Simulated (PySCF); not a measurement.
# KSi: from constants to spectrum

UHF-CCSD(T) constants of KSi, ⁴Σ⁻ (quartet), unpaired electrons σ ↑, π ↑↑ (PySCF, no relativity, basis sets K 6-31G(d,p), Si 6-31G(d,p); masses 38.9637 and 27.9769 u):

```
ωe              : 193.5 cm⁻¹
ωexe            : 0.664 cm⁻¹
Be              : 0.10759 cm⁻¹
αe              : 0.000646 cm⁻¹
D (centrifugal) : 1.33e-07 cm⁻¹
De to K + Si    : 1.29 eV
```

(1) Give the vibrational terms G(v) and spacings up to v = 6.

(2) How well does the Morse estimate ωe²/(4ωexe) reproduce De, and what is D0?

Correlated steps freeze 10 core orbitals. Correlated levels converge slowly with the basis: in double zeta they bind strong bonds too weakly, by up to about 1 eV, and carry superposition errors of some tenths. The state is the lowest determinant that a PBE0 search found; another state may lie lower at other levels.

Answers

(1) G(v) = ωe(v+½) − ωexe(v+½)².

| v | G(v) (cm⁻¹) | G(v) − G(v−1) | Bv (cm⁻¹) |
| --- | --- | --- | --- |
| 0 | 96.6 |  | 0.1073 |
| 1 | 288.8 | 192.2 | 0.1066 |
| 2 | 479.6 | 190.8 | 0.1060 |
| 3 | 669.1 | 189.5 | 0.1053 |
| 4 | 857.3 | 188.2 | 0.1047 |
| 5 | 1044.2 | 186.9 | 0.1040 |
| 6 | 1229.7 | 185.5 | 0.1034 |

(2) It gives 1.75 eV, 135 % of the computed De. D0 = De − G(0) = 1.29 − 0.01 = 1.28 eV.
